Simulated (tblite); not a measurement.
Run record: nudged-elastic-band run, `CSCC1CCC1`.

Computed with GFN2-xTB (tblite), gas phase: nudged elastic band of 9 images (0 to 8), spring 0.2 eV/Å², climbing image at the end, force threshold 0.05 eV/Å. The top image wasn't refined or checked by frequencies; at this threshold it can lie a kcal/mol or more above the true saddle point of the method. A driver script takes a list of jobs; this job's settings line and coordinates (Å) are shown. «atoms» counts from 0 and names the dihedral (S2–C3–C4–C5 when counted from 1); «turn» is the rotation in degrees that makes the guess of the end point.

Command:
```bash
OMP_NUM_THREADS=1 python probes_run.py task.json out
```

Input:
```
{"job": {"kind": "neb", "xc": "GFN2-xTB", "basis": "xTB", "atoms": [1, 2, 3, 4], "turn": 120}, "charge": 0, "multiplicity": 1}
C      3.004466     0.083092    -0.400800
S      2.049906    -0.111118     1.130143
C      0.576825    -0.979620     0.493802
C     -0.309359    -0.097792    -0.361416
C     -1.723534    -0.647736    -0.636993
C     -2.329439     0.654660    -0.091609
C     -0.932295     1.117205     0.348659
H      3.980260     0.458707    -0.111084
H      3.107377    -0.882981    -0.887444
H      2.516615     0.797507    -1.057760
H      0.917839    -1.859077    -0.055646
H      0.044919    -1.302775     1.388770
H      0.213485     0.174710    -1.280188
H     -1.963297    -1.523310    -0.036437
H     -1.942380    -0.868703    -1.679776
H     -2.768320     1.282107    -0.864467
H     -3.053845     0.530705     0.710366
H     -0.780404     1.094735     1.425854
H     -0.618622     2.088935    -0.026271
```

Output:
```
image   E - E0 / eV
  0      -0.0000
  1       0.0197
  2       0.0698
  3       0.1212
  4       0.1335
  5       0.1068
  6       0.0931
  7       0.0973
  8       0.1010
```

Read off the barriers.

The highest image is 4: 0.134 eV (3.08 kcal/mol) above the start and 0.033 eV (0.75 kcal/mol) above the end. The band met its force threshold.

Which dihedral does each image have?

0: -165°, 1: -151°, 2: -135°, 3: -118°, 4: -99°, 5: -79°, 6: -61°, 7: -47°, 8: -36°.

Give the geometry of the highest image and of the end point.

Image 4:
```
atom  x, y, z in Å
C1      2.733    0.425    0.222
S2      1.615   -0.576    1.246
C3      0.599   -1.344   -0.058
C4     -0.474   -0.450   -0.684
C5     -1.911   -0.635   -0.159
C6     -2.046    0.885    0.008
C7     -0.547    1.037   -0.282
H8      3.432    0.901    0.902
H9      3.266   -0.224   -0.467
H10     2.172    1.178   -0.323
H11     1.300   -1.717   -0.805
H12     0.135   -2.201    0.431
H13    -0.429   -0.566   -1.769
H14    -1.945   -1.171    0.787
H15    -2.607   -1.100   -0.855
H16    -2.682    1.350   -0.742
H17    -2.362    1.217    0.994
H18     0.021    1.251    0.620
H19    -0.279    1.750   -1.060
```

Image 8:
```
atom  x, y, z in Å
C1      2.283    0.454    0.905
S2      1.358   -1.096    1.117
C3      0.664   -1.383   -0.549
C4     -0.632   -0.660   -0.888
C5     -1.650   -0.490    0.254
C6     -1.587    1.036    0.087
C7     -0.578    0.870   -1.060
H8      3.053    0.461    1.671
H9      2.742    0.468   -0.079
H10     1.626    1.308    1.042
H11     1.445   -1.143   -1.272
H12     0.494   -2.461   -0.562
H13    -1.052   -1.161   -1.765
H14    -1.286   -0.851    1.214
H15    -2.624   -0.932    0.058
H16    -2.526    1.497   -0.208
H17    -1.198    1.564    0.955
H18     0.398    1.315   -0.884
H19    -0.939    1.215   -2.028
```

Rough CPU time on one thread of a shared machine: about 7 s.
